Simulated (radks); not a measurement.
Results of a calculation; reference values are marked as such.
Charge is removed step by step from the 4d level of Sn, starting from [Kr] 4d10 5s2 5p2. Code: a radial shooting solver on a logarithmic mesh with Libxc functionals. Model: scalar-relativistic Kohn-Sham, PBE, spin-unpolarised, spherical densities, point nucleus.

[
 {"removed (e)": "0", "E - E(0) (eV)": "0.000", "eigenvalue (eV)": "-25.839", "E minus straight line (eV)": "0.000"},
 {"removed (e)": "0.25", "E - E(0) (eV)": "6.867", "eigenvalue (eV)": "-29.139", "E minus straight line (eV)": "-1.306"},
 {"removed (e)": "0.5", "E - E(0) (eV)": "14.580", "eigenvalue (eV)": "-32.603", "E minus straight line (eV)": "-1.766"},
 {"removed (e)": "0.75", "E - E(0) (eV)": "23.177", "eigenvalue (eV)": "-36.209", "E minus straight line (eV)": "-1.342"},
 {"removed (e)": "1", "E - E(0) (eV)": "32.691", "eigenvalue (eV)": "-39.943", "E minus straight line (eV)": "0.000"}
]

Removing the whole electron costs 32.691 eV by Delta-SCF, against 25.839 eV from minus the eigenvalue at the starting occupation. Slater's transition state (half an electron removed) gives 32.603 eV. Integrating minus the eigenvalue over the occupation (Janak's theorem) gives 32.698 eV. In this scalar-relativistic scheme the density is built from large components alone, so the theorem holds only approximately. The mean slope of the eigenvalue, de/dn, is 14.1 eV per electron.
